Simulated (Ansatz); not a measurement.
A made-up structure of AlH2OF2 (charge +1), closed shell:

O1  (-0.163, 0.873, 0.033)
Al2  (0.171, -0.915, -0.035)
F3  (1.751, -1.124, 0.143)
F4  (-1.230, -1.665, -0.249)
H5  (1.379, -0.447, 0.759)
H6  (-1.043, 1.274, -0.049)
(Å)

It is relaxed with PBE-D4/def2-SVP and then PBE0-D4/def2-TZVP (Ansatz 0.2.0). Atoms count as bonded within 1.22 times the sum of their covalent radii (H–H: 0.88 Å). The end point is not checked to be a true minimum.

Problem. Does its bonding change? (A judgement: the text doesn't fix the answer.)

Solution. The calculation gives: Yes. Formed: none; broken: Al2–H5.

Where it ends: The first stage lowers the energy by 3.58 eV in 17 steps. It ends as AlH₂OF₂ ([OH][Al]([F])[FH]), total charge +1:
```
6
angstrom
O -0.3144 0.8774 0.1192
Al -0.3363 -0.7404 -0.0748
F 1.4201 -1.1313 0.3480
F -1.0305 -2.1401 -0.4227
H 2.0555 -0.4762 0.5935
H -0.9305 1.6064 0.0398
```

Labels in which every atom is bracketed show which atoms are joined, not bond orders.

For scale, one of the runs: PBE0-D4/def2-TZVP relaxation, 142 basis functions, launched by `ansatz run in.yaml --threads 2 --pin off --events-out ev --progress --plain --max-ram 4352MiB`. The run took about 17 s on 2 CPU threads of an Arm Neoverse V1 (shared host).
